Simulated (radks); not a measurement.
Problem. The cadmium ion Cd+, [Kr] 4d10 5s1. Method: non-relativistic Kohn-Sham, LDA (Slater exchange, Perdew-Wang correlation), spin-polarised, spherical densities, point nucleus; computed with a radial shooting solver on a logarithmic mesh with Libxc functionals. Every spin shell is full or empty, so the densities are truly spherical. Functionals are evaluated on that one density, not self-consistently. Rank these exchange functionals by their error against the exact value of the orbitals, and give that value: LDA, B88, PBE, PBEsol, RPBE, PW91, PW86, AM05, G96, TPSS, r2SCAN, Tao-Mo.

Solution. Exact: -148.560 hartree. From best to worst, with 100 (|E| - |E exact|)/|E exact| (equal figures are ties): PW91 +0.02, B88 +0.05, r2SCAN -0.08, PW86 -0.15, RPBE -0.20, TPSS -0.25, G96 +0.37, PBE -0.40, Tao-Mo -0.78, PBEsol -2.27, AM05 -4.56, LDA -4.90.
